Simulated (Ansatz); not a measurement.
Born–Oppenheimer molecular dynamics of FH₂SeSi (5 atoms, charge 1, multiplicity 1). It starts from a relaxed structure.

Computed with Ansatz, RKS BLYP/def2-SVP.

| Property | Result |
| --- | --- |
| ensemble | NVT, Langevin thermostat |
| time step | 0.5 fs |
| steps asked | 300 |
| set temperature | 500 K |
| friction | 0.005 /fs |
| seed | 431781 |

First frame:

```xyz
5
Properties=species:S:1:pos:R:3
F -1.080 -1.073 1.443
Si -0.436 -0.381 0.155
Se 1.252 0.987 0.507
H -1.071 -0.755 -1.133
H 1.335 1.222 -0.972
```

(1) How far do the bonds stretch over the last three quarters of this one trajectory? (Pairs bonded in most of those frames.)

Answers

(1) 
| bond | mean (Å) | spread (Å) | shortest | longest |
| --- | --- | --- | --- | --- |
| F1–Si2 | 1.599 | 0.018 | 1.56 | 1.63 |
| Si2–Se3 | 2.206 | 0.071 | 2.10 | 2.34 |
| Si2–H4 | 1.490 | 0.026 | 1.43 | 1.54 |
| Se3–H5 | 1.503 | 0.020 | 1.46 | 1.55 |

Mean temperature of the second half: 286 K. The mean temperature of the second half is 43 % below the set value. A run of 0.15 ps of so small a system gives no equilibrium averages.

Run time: 5.8 min on 1 thread of Arm Neoverse V1, on a shared host, peak memory 0.094 GiB.
